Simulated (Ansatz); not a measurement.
This geometry of C2H9BOSi (14 atoms, charge 0, multiplicity 1) is a first-order saddle point.

All numbers below come from Ansatz 0.2.0, RKS PBE0/6-31G.

```xyz
14
Properties=species:S:1:pos:R:3
B -1.499 0.640 1.161
C -0.295 0.567 0.226
Si 0.555 -0.984 1.175
O -0.588 0.218 -1.134
C 0.522 0.257 -2.060
H -2.552 0.173 0.849
H -1.330 1.079 2.265
H 0.435 1.386 0.308
H 1.333 -1.725 0.128
H -0.474 -1.915 1.755
H 1.474 -0.523 2.272
H 1.464 0.505 -1.554
H 0.624 -0.721 -2.539
H 0.319 1.013 -2.823
```

(1) Which two structures does it join? (They come from a converged band through this point; their orientation in space is the band's.)

(2) How far does it lie above each of them?

Results:

(1) No bond is made or broken. The dihedral C2–O4–C5–H12 goes from 63 to -59°. The two ends are copies of one structure, up to a mirror image or an exchange of like atoms.

First end point:

```xyz
14
Properties=species:S:1:pos:R:3
B -1.607 0.524 1.053
C -0.383 0.503 0.137
Si 0.715 -0.687 1.312
O -0.592 -0.115 -1.145
C 0.495 0.051 -2.074
H -2.559 -0.159 0.822
H -1.544 1.158 2.070
H 0.179 1.447 0.063
H 1.625 -1.472 0.414
H -0.157 -1.653 2.064
H 1.523 0.113 2.294
H 1.418 -0.424 -1.714
H 0.180 -0.431 -2.999
H 0.693 1.115 -2.266
```

Last end point:

```xyz
14
Properties=species:S:1:pos:R:3
B -1.477 0.608 1.186
C -0.280 0.535 0.239
Si 0.565 -1.043 1.138
O -0.599 0.217 -1.127
C 0.503 0.349 -2.044
H -2.538 0.161 0.870
H -1.297 1.022 2.297
H 0.453 1.351 0.321
H 1.302 -1.806 0.077
H -0.480 -1.947 1.731
H 1.514 -0.614 2.221
H 0.898 1.374 -2.043
H 1.318 -0.348 -1.807
H 0.105 0.115 -3.032
```

(2) 2.1 kcal/mol above the first and 2.1 kcal/mol above the second. This is the barrier of this one path; another mechanism may lie lower. Limits of this set-up: no polarisation functions.

The run took 7 min on 1 CPU thread of a shared host.
